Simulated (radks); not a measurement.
Removal energies from the europium ion Eu11+, [Kr] 4d10 4f3 5s2 5p1, by Delta-SCF beside the eigenvalue of the level emptied. All-electron calculation, scalar-relativistic Kohn-Sham, r2SCAN, spin-polarised, spherical densities, finite nucleus; meta-GGA in the generalised Kohn-Sham scheme; Fermi nuclear charge, rms radius of each element as measured or else 0.836 A^(1/3) + 0.57 fm. Program: a radial shooting solver on a logarithmic mesh with Libxc functionals. Open shells are filled with parallel spins first.

removed from    final configuration  Delta-SCF (eV)  -eigenvalue (eV)
5p                [Kr] 4d10 4f3 5s2          191.60            183.71
4f            [Kr] 4d10 4f2 5s2 5p1          211.19            196.69
5s            [Kr] 4d10 4f3 5s1 5p1          216.24            208.69
4d             [Kr] 4d9 4f3 5s2 5p1          348.76            333.76
